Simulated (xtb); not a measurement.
lithium fluoride (FLi), singlet, geometry from GFN2-xTB (such geometries of metal compounds can be far from the true shape); GFN0-xTB (xtb 6.7.1).

Input for xtb:
```
$ xtb mol.xyz --gfn 0 --json

# file mol.xyz
2

Li    -0.00000000    -0.00000000    -1.14043347
F      0.00000000     0.00000000     0.38014449
```

### Question
Write the output that xtb gives for this input, abridged.

### Answer

```
   ID    Z sym.   atoms
    1    3 Li     1
    2    9 F      2

           -------------------------------------------------
          |                Calculation Setup                |
           -------------------------------------------------

           -------------------------------------------------
          |                 G F N 0 - x T B                 |
           -------------------------------------------------

          ...................................................
          :                      SETUP                      :
          :.................................................:
          :  # basis functions                   8          :
          :  # atomic orbitals                   8          :
          :  # shells                            4          :
          :  # electrons                         8          :
          :  electronic temp.          300.0000000     K    :
          :  accuracy                    1.0000000          :
          :  -> integral cutoff          0.2500000E+02      :
          :  -> integral neglect         0.1000000E-07      :
          ...................................................

         :::::::::::::::::::::::::::::::::::::::::::::::::::::
         ::                     SUMMARY                     ::
         :::::::::::::::::::::::::::::::::::::::::::::::::::::
         :: total energy              -4.382493369241 Eh    ::
         :: gradient norm              0.022296134034 Eh/a0 ::
         :: HOMO-LUMO gap              6.052677914195 eV    ::
         ::.................................................::
         :: H0 energy                 -4.268891938793 Eh    ::
         :: repulsion energy           0.010567591091 Eh    ::
         :: electrostat energy        -0.124108099099 Eh    ::
         :: -> Gsolv                   0.000000000000 Eh    ::
         ::    -> Gsasa                0.000000000000 Eh    ::
         ::    -> Gshift               0.000000000000 Eh    ::
         :: dispersion energy         -0.000060922441 Eh    ::
         :: short-range corr.          0.000000000000 Eh    ::
         :: add. restraining           0.000000000000 Eh    ::
         :: total charge              -0.000000000000 e     ::
         :::::::::::::::::::::::::::::::::::::::::::::::::::::

           -------------------------------------------------
          |                Property Printout                |
           -------------------------------------------------

    * Orbital Energies and Occupations

         #    Occupation            Energy/Eh            Energy/eV
      -------------------------------------------------------------
         1        2.0000           -0.8140255             -22.1508
         2        2.0000           -0.4402437             -11.9796
         3        2.0000           -0.4400884             -11.9754
         4        2.0000           -0.4400884             -11.9754 (HOMO)
         5                         -0.2176566              -5.9227 (LUMO)
         6                         -0.1074245              -2.9232
         7                         -0.1074245              -2.9232
         8                          0.1358739               3.6973
      -------------------------------------------------------------
                  HL-Gap            0.2224318 Eh            6.0527 eV
             Fermi-level            0.0000000 Eh            0.0000 eV

     #   Z          covCN         q      C6AA      α(0)
     1   3 Li       0.604     0.402    85.428    33.557
     2   9 F        0.604    -0.402    13.633     4.258

 Mol. C6AA /au·bohr⁶  :        135.778668
 Mol. C8AA /au·bohr⁸  :       8011.981880
 Mol. α(0) /au        :         37.814545

Wiberg/Mayer (AO) data.
largest (>0.10) Wiberg bond orders for each atom

 ---------------------------------------------------------------------------
     #   Z sym  total        # sym  WBO       # sym  WBO       # sym  WBO
 ---------------------------------------------------------------------------
     1   3 Li   0.465 --     2 F    0.465
     2   9 F    0.465 --     1 Li   0.465
 ---------------------------------------------------------------------------

Topologies differ in total number of bonds
Writing topology from bond orders to xtbtopo.mol

 dipole moment from electron density (au)
     X       Y       Z
   0.0000  -0.0000  -2.8729  total (Debye):    7.302

           -------------------------------------------------
          | TOTAL ENERGY               -4.382493369241 Eh   |
          | GRADIENT NORM               0.022296134034 Eh/α |
          | HOMO-LUMO GAP               6.052677914195 eV   |
           -------------------------------------------------

normal termination of xtb
```
